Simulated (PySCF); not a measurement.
B(Me)(Et)(OH) (C3H9BO), SMILES OB(C)CC. Geometry optimised at PBE-D3(BJ)/def2-SVP. Other conformers were not sampled.

Task: Give the equilibrium geometry at PBE-D3(BJ)/def2-SVP (PySCF confirms it by a frequency run) as bond lengths and angles. (An estimate is asked for; the answer gives what the named calculation found.)

Result: This is not unique; one that fits is 
Atoms: B1 C2 H3 H4 H5 C6 C7 H8 H9 H10 H11 H12 O13 H14. Bond lengths (Å): B1–C2 1.585, B1–C6 1.586, B1–O13 1.373, C2–H3 1.112, C2–H4 1.111, C2–H5 1.110, C6–C7 1.533, C6–H8 1.112, C6–H9 1.117, C7–H10 1.110, C7–H11 1.110, C7–H12 1.110, O13–H14 0.975. Bond angles (°): C2–B1–C6 122.7, C2–B1–O13 121.6, C6–B1–O13 115.8, B1–C2–H3 109.7, B1–C2–H4 110.7, B1–C2–H5 115.0, H3–C2–H4 105.2, H3–C2–H5 107.7, H4–C2–H5 108.0, B1–C6–C7 117.0, B1–C6–H8 109.1, B1–C6–H9 105.1, C7–C6–H8 111.1, C7–C6–H9 109.4, H8–C6–H9 104.2, C6–C7–H10 111.8, C6–C7–H11 111.6, C6–C7–H12 112.3, H10–C7–H11 106.7, H10–C7–H12 107.0, H11–C7–H12 107.0, B1–O13–H14 111.8.
Charge 0, spin multiplicity 1.
